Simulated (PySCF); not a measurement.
Compound: C6H12BNO.
SMILES: `[BH3-][O+]1C[C@@H](C)C[C@@H]1C#N`

Computed with PySCF, TDDFT wB97X-D/def2-SVPD, vertical, gas phase, core orbitals frozen in the response. The structure is a single PBE0-D3(BJ)/def2-SVP conformer in the gas phase; no vibrational or solvent corrections.

Broadening: Gaussians 0.3 eV wide at half height, area fixed by f = 4.319×10⁻⁹ ∫ε dν̃. The width is an assumption, not a result. The curve ends short of the highest state used, and states not computed would add to its high-energy end.

(E (eV), ε (L mol⁻¹ cm⁻¹)): (6.74, 0), (6.76, 0), (6.79, 1), (6.81, 1), (6.83, 2), (6.86, 3), (6.88, 5), (6.91, 8), (6.93, 11), (6.95, 15), (6.98, 23), (7.00, 30), (7.02, 37), (7.05, 50), (7.07, 59), (7.09, 68), (7.12, 81), (7.14, 87), (7.16, 93), (7.19, 97), (7.21, 98), (7.23, 97), (7.26, 92), (7.28, 87), (7.30, 83), (7.33, 79), (7.35, 80), (7.37, 85), (7.40, 108), (7.42, 135), (7.44, 177), (7.47, 275), (7.49, 371), (7.51, 495), (7.54, 747), (7.56, 962), (7.58, 1218), (7.61, 1673), (7.63, 2018), (7.65, 2386), (7.68, 2954), (7.70, 3320), (7.72, 3658), (7.75, 4072), (7.77, 4268), (7.80, 4417), (7.82, 4417), (7.84, 4342), (7.87, 4113), (7.89, 3905), (7.91, 3675), (7.94, 3337), (7.96, 3146), (7.98, 3007), (8.01, 2935), (8.03, 2999)

Task: Locate the maxima and give the states behind the curve.

Result: 172 nm (7.21 eV), ε about 98, made up of S1 (92%); 159 nm (7.81 eV), ε about 4400, made up of S4 (78%) and S5 (17%) (ε in L mol⁻¹ cm⁻¹; maxima over ε = 5, shares over 10%). At its high-energy end, 8.03 eV, the curve is still rising (ε about 3000, from S4, S5, S6, S7 and S8). The states used: S1 7.19 eV (f 0.0010); S2 7.34 eV (f 0.0001); S3 7.66 eV (f 0.0034); S4 7.79 eV (f 0.039); S5 7.92 eV (f 0.012); S6 8.09 eV (f 0.0068); S7 8.24 eV (f 0.037); S8 8.34 eV (f 0.076); S9 8.50 eV (f 0.0005); S10 8.63 eV (f 0.0095).

Task: What would ε be at 7.81 eV, the highest of these maxima, with half the width (0.15 eV)?

Result: About 7160 L mol⁻¹ cm⁻¹ against 4430, a factor of about 1.6; a lone state at its own centre would give exactly 2.

Task: Does any computed singlet lie in the visible range?

Result: No computed singlet lies in the visible range (380 to 750 nm); the lowest, at 172 nm, stands 3.93 eV above its violet end (3.26 eV).

Task: Coming from long wavelengths, where does ε first pass 100 L mol⁻¹ cm⁻¹?

Result: At about 168 nm (7.39 eV), 0.20 eV above S1.

The vertical ionisation energy (ΔSCF) is 10.40 eV, 1.77 eV above S10.
